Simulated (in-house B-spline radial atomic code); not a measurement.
Configurations of Xe IX (Xe8+), with energies counted from [Kr] 4d10. All numbers are computed (Dirac-Hartree-Fock, average of configuration; Fermi nucleus of rms radius 4.7859 fm) with a B-spline radial code for spherical atoms, not measured. Energies include first-order Breit, QED and recoil terms.

Occupations are held fixed; configurations that lie above the ionisation limit could autoionise.

```tsv
configuration	E - E(ref) (eV)	highest orbital	its <r> (bohr)
[Kr] (4d3/2)4 (4d5/2)5 (5f5/2)1	123.06	5f5/2	2.638
[Ar] 3d10 4s2 (4p1/2)1 (4p3/2)4 4d10 (5d5/2)1	201.4	5d5/2	2.038
[Ar] (3d3/2)4 (3d5/2)5 4s2 4p6 4d10 6s1	725.6	6s1/2	2.765
[Ar] (3d3/2)4 (3d5/2)5 4s2 4p6 4d10 (7p3/2)1	753.95	7p3/2	4.627
[Ar] (3d3/2)4 (3d5/2)5 4s2 4p6 4d10 (7f7/2)1	766.62	7f7/2	6.263
```

(1) Order these further configurations by energy, lowest first.
A. [Ar] (3d3/2)4 (3d5/2)5 4s2 4p6 4d10 (6g9/2)1
B. [Ar] (3d3/2)3 (3d5/2)6 4s2 4p6 4d10 (8f7/2)1
C. [Ar] 3d10 4s2 (4p1/2)1 (4p3/2)4 4d10 (8d5/2)1
D. [Ar] (3d3/2)4 (3d5/2)5 4s2 4p6 4d10 8s1
E. [Kr] (4d3/2)3 (4d5/2)6 (8f5/2)1

(2) How far above the reference does [Ar] 3d10 4s2 (4p1/2)2 (4p3/2)3 4d10 (4f7/2)1 lie?

## Answers

(1) E (160.52 eV), C (257.7 eV), A (762.2 eV), D (763.12 eV), B (785.93 eV).

(2) 176.24 eV; its least bound orbital is 4f7/2 with <r> = 1.14 bohr.
